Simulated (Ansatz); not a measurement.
The input (input.yaml):

```yaml
crystal:
  periodic: [false, false, false]
  atoms:
    - { symbol: Si, position_ang: [0.0, 0.0, 0.0] }
    - { symbol: O, position_ang: [0.0, 0.0, 1.68] }
    - { symbol: C, position_ang: [-1.1112, -0.3437, 2.4945] }
    - { symbol: H, position_ang: [-1.814, -0.9775, 1.9143] }
    - { symbol: H, position_ang: [-0.7584, -0.9037, 3.3856] }
    - { symbol: H, position_ang: [-1.6313, 0.5809, 2.8212] }
    - { symbol: H, position_ang: [1.3768, 0.0, -0.4862] }
    - { symbol: "N", position_ang: [-0.8572, 1.4851, -0.6061] }
    - { symbol: C, position_ang: [-2.2719, 1.4087, -0.9981] }
    - { symbol: H, position_ang: [-2.8245, 0.7784, -0.2704] }
    - { symbol: H, position_ang: [-2.7088, 2.429, -1.0098] }
    - { symbol: H, position_ang: [-2.3521, 0.9607, -2.0106] }
    - { symbol: C, position_ang: [-0.1354, 2.762, -0.7039] }
    - { symbol: H, position_ang: [-0.2436, 3.1711, -1.73] }
    - { symbol: H, position_ang: [-0.5567, 3.4827, 0.0276] }
    - { symbol: H, position_ang: [0.9399, 2.5975, -0.4831] }
    - { symbol: H, position_ang: [-0.6877, -1.1914, -0.4862] }
basis:
  gaussian: { orbitals: "6-31G" }
hamiltonian:
  xc: pbe0
relax:
  f_tol: 0.02
  max_steps: 40
```

Launched with:

```bash
$ ansatz run input.yaml --threads 1 --pin off --max-ram 2048MiB --backend cpu --events-out ev --progress --plain --runs-dir out
```

Hardware: 1 thread of Arm Neoverse V2, on a shared host.

Roughly how long does this run take, and how much memory?

86 s, with a peak of 0.2 GiB, for 14 ionic steps.
